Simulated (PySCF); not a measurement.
# Orbital energies, ionisation energy and electron affinity

Cd(CN)2, C2CdN2 (singlet state).
Cartesian coordinates in Å at the PBE0-D3(BJ)/def2-SVP level; atoms count from 1:
```xyz
5
C2CdN2 angstrom
Cd     0.0150    0.0056   -0.0001
C      0.0074    0.0131    2.0443
N     -0.0027    0.0154    3.2054
C     -0.0012   -0.0104   -2.0443
N     -0.0185   -0.0237   -3.2053
```

Level: CAM-B3LYP/def2-SVPD (PySCF). Frontier orbitals with their largest atomic shares (Löwdin; up to four atoms above 4 %):

| orbital | ε (eV) | main atoms |
| --- | --- | --- |
| HOMO−3 | -11.68 | N3 26 %, N5 26 %, C2 22 %, C4 22 % |
| HOMO−2 | -11.68 | N5 26 %, N3 26 %, C2 22 %, C4 22 % |
| HOMO−1 | -11.45 | ? |
| HOMO | -11.45 | ? |
| LUMO | -1.43 | Cd1 64 %, C2 11 %, C4 11 %, N3 7 % |
| LUMO+1 | -1.43 | Cd1 64 %, C2 11 %, C4 11 %, N3 7 % |
| LUMO+2 | -0.25 | Cd1 67 %, C4 13 %, C2 13 % |

What vertical ionisation energy does ΔSCF give, and how far is −ε(HOMO) from it?

ΔSCF: 12.52 eV (1208 kJ/mol; threshold wavelength 99.0 nm); ⟨S²⟩ of the doublet left behind is 0.765, against 0.75 for a pure doublet. −ε(HOMO) is 11.45 eV, 1.07 eV below it. In exact Kohn–Sham theory the two would be equal; CAM-B3LYP (range-separated hybrid) falls short of its own ΔSCF value by 9 %.

On which atoms does the HOMO lie?

HOMO: N5 27 %, N3 27 %, C4 22 %, C2 22 %; HOMO−1: N5 27 %, N3 27 %, C4 22 %, C2 22 %. These 2 orbitals lie within 0.02 eV of one another; within a degenerate set any mixture serves as well, and the shares of a single orbital can change with the mixture. The HOMO−2 lies 0.23 eV lower.

And the vertical electron affinity, the fundamental gap, Mulliken's electronegativity and the hardness (with the factor ½)?

EA = 0.64 eV by ΔSCF (−ε(LUMO) = 1.43 eV). IE − EA = 11.88 eV against an orbital gap of 10.02 eV; (IE + EA)/2 = 6.58 eV; (IE − EA)/2 = 5.94 eV. Parr's electrophilicity index (IE + EA)²/[8(IE − EA)] is 1.82 eV.

What kinetic energy would electrons from this vertical process carry with He II light (40.814 eV)?

40.81 − 12.52 = 28.29 eV.

With α = 52.3 au, estimate the like-pair dispersion coefficient by London's formula C6 = (3/4)α²I.

I = 0.4602 Eh, so C6 ≈ 946 au, a rough estimate.

Shift the occupied levels rigidly so that −ε(HOMO) equals the ΔSCF value. What binding energies result?

The shift is +1.07 eV: HOMO 12.52, HOMO−1 12.52, HOMO−2 12.75, HOMO−3 12.75 eV. A rigid shift is only a rough guide to the deeper ionisations.

Geometry: PBE0-D3(BJ)/def2-SVP; no solvent, vibrations or thermal averaging. Atoms past krypton carry effective core potentials; spin–orbit coupling is left out.
